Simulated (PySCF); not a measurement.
# Ionisation energy of Ga¹¹⁺ by level of theory

Ga¹¹⁺ [Ar] 3d2 [3d3/2^2, M_J = 2] → Ga¹²⁺ [Ar] 3d1 [3d3/2^1, M_J = 3/2], as a difference of total energies. All numbers are calculated (PySCF 2.14, the two-component X2C-1e Hamiltonian, in an uncontracted even-tempered set (17 s from 0.76 bohr⁻², ratio 2.8; 12 p from 0.98 bohr⁻², ratio 2.8; 8 d from 0.98 bohr⁻², ratio 2.8; 4 f from 3.2 bohr⁻², ratio 3)). Correlated levels: [Ne] frozen; the 76 highest virtual spinors dropped. "Screened" scales the spin-orbit matrix elements by Boettger's factors to mimic the two-electron term; Breit and QED terms are absent.

```csv
method,ionisation energy (eV)
GHF (spin-free),318.82
GMP2 (spin-free),319.13
GHF (screened spin-orbit),318.89
GMP2 (screened spin-orbit),319.18
```

Q: How much does correlation contribute at GMP2 (screened spin-orbit)?

A: 319.18 − (318.89) = 0.29 eV, measured against GHF (screened spin-orbit).

The spin-free rows relax to the high-spin LS determinant and lack the spin-orbit shift.

The labels give the starting determinants; with spin-orbit coupling the two ends relaxed to ⟨J²⟩ = 7.18, ⟨L²⟩ = 11.87, ⟨S²⟩ = 1.96 and ⟨J²⟩ = 3.76, ⟨L²⟩ = 6.00, ⟨S²⟩ = 0.75.

The determinant of Ga¹¹⁺ mixes levels of different J (the jj label is only the starting occupation), so the difference between spin-free and spin-orbit rows is not the physical spin-orbit shift.

For comparison: 319 ± 2.5 eV (theoretical estimate listed by NIST; NIST Atomic Spectra Database, ionization energies).
